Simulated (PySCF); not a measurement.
# Radial density of N(2+) (nitrogen, charge +2)

HSE06, [He] 2s1 2p2, high-spin 4P determinant (an excited configuration). All numbers are calculated (PySCF 2.14, no relativity, point nucleus, in dyall-av2z).

| r (bohr) | 4πr²ρ (e/bohr) | 4πr²(ρα − ρβ) |
| --- | --- | --- |
| 0.00416 | 0.04164 | 0.0013 |
| 0.00699 | 0.1137 | 0.0036 |
| 0.0118 | 0.2998 | 0.0095 |
| 0.0198 | 0.7594 | 0.0239 |
| 0.0333 | 1.778 | 0.0558 |
| 0.0559 | 3.674 | 0.1142 |
| 0.0941 | 6.136 | 0.1875 |
| 0.158 | 7.271 | 0.2297 |
| 0.266 | 5.075 | 0.3258 |
| 0.448 | 2.344 | 1.0647 |
| 0.753 | 2.521 | 2.4434 |
| 1.27 | 1.980 | 1.9792 |
| 2.13 | 0.3630 | 0.3630 |
| 3.58 | 0.006563 | 0.0066 |
| 6.03 | 1.113e-05 | 0.0000 |
